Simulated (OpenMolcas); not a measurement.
# Which level was it?

C2H5BClF has 10 atoms, charge 0, and is taken as a singlet. SMILES: `BC(F)CCl`. The coordinates come from a PBE0-D4/def2-TZVP relaxation. This is one conformer, not always the lowest.

```xyz
10

B    -1.3092   -0.7117   -0.2812
C     0.1789   -0.4968    0.1265
F     0.5203   -1.0803    1.3360
C     0.6553    0.9349    0.1000
Cl    2.4287    1.0678    0.2063
H    -2.0103   -1.4508    0.3369
H    -1.7074   -0.1723   -1.2706
H     0.7285   -1.0462   -0.6651
H     0.2485    1.4918    0.9437
H     0.3498    1.4128   -0.8297
```

Orbital energies and the dipole are those of the mean-field step.

A calculation with OpenMolcas 26.06 gave:

| Property | Result |
| --- | --- |
| total energy | -662.6073 Eh |
| dipole moment | 3.02 D |
| HOMO energy | -11.80 eV |
| LUMO energy | 1.62 eV |
| HOMO–LUMO gap | 13.42 eV |

Task: Which of these levels gave the numbers?
A. BLYP/def2-SVP
B. HF/def2-SVP
C. B3LYP/def2-SVP
D. MP2/def2-SVP

Result: D. The others give -663.6903 Eh (BLYP/def2-SVP), -663.7928 Eh (B3LYP/def2-SVP), -661.9331 Eh (HF/def2-SVP).
